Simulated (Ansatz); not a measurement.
Ansatz (an electronic-structure program) input file for C₃H₂F₃, SMILES C(/F)=C\[C](F)F, multiplicity 2, PBE/def2-SVPD. Coordinates come from a PBE0-D3(BJ)/def2-SVP optimisation. The isomer is the one that the SMILES or the coordinates give; other isomers of the formula were not compared. Other conformers were not sampled.

Ansatz 0.2 input:
```yaml
crystal:
  periodic: [false, false, false]
  atoms:
    - {symbol: F, position_ang: [-0.19640443, 2.63926849, 0.00000000]}
    - {symbol: C, position_ang: [0.33865343, 1.42358376, 0.00000000]}
    - {symbol: C, position_ang: [-0.49313516, 0.31528911, 0.00000000]}
    - {symbol: C, position_ang: [-0.05898385, -0.98189739, 0.00000000]}
    - {symbol: F, position_ang: [-0.85294080, -2.02358528, 0.00000000]}
    - {symbol: F, position_ang: [1.20768667, -1.32905455, 0.00000000]}
    - {symbol: H, position_ang: [1.42968259, 1.40711365, 0.00000000]}
    - {symbol: H, position_ang: [-1.57396206, 0.47137557, 0.00000000]}
basis:
  gaussian:
    orbitals: def2-SVPD
hamiltonian:
  xc: {name: PBE}
magnetization: {spin_polarized: true, initial_magnetization: 1}
```

Output:

```
WARN ansatz: RAYON_NUM_THREADS=1 ignored (pool sized by the plan → 1); use --threads N
Functional definition: PBE
integrals: 0.07 GiB planned
1190 factors; their error is unknown
mean field: 0.61 GiB planned
mean field evaluation 1: about -11266.9856 eV, gradient 3.6e1 eV
mean field evaluation 2: about -11256.6153 eV, gradient 5.5e1 eV
mean field evaluation 4: about -11272.7131 eV, gradient 4.6e0 eV
mean field evaluation 8: about -11272.8295 eV, gradient 9.8e-2 eV
mean field evaluation 16: about -11272.7634 eV, gradient 2.9e-4 eV
mean field -11272.76342204 eV, -414.2664148064 hartree, gradient 6.1e-5 eV, S^2 0.761569; 0 other end points of the search recorded, 0 dependent functions left out
reference -11272.76346926 eV, -414.2664165418 hartree; 24, 23 occupied and 121, 122 virtual orbitals, 1190 factors
Total energy: -11272.76346926 eV, -414.2664165418 hartree
```

The run converged.

Cost: roughly 4 core-seconds.
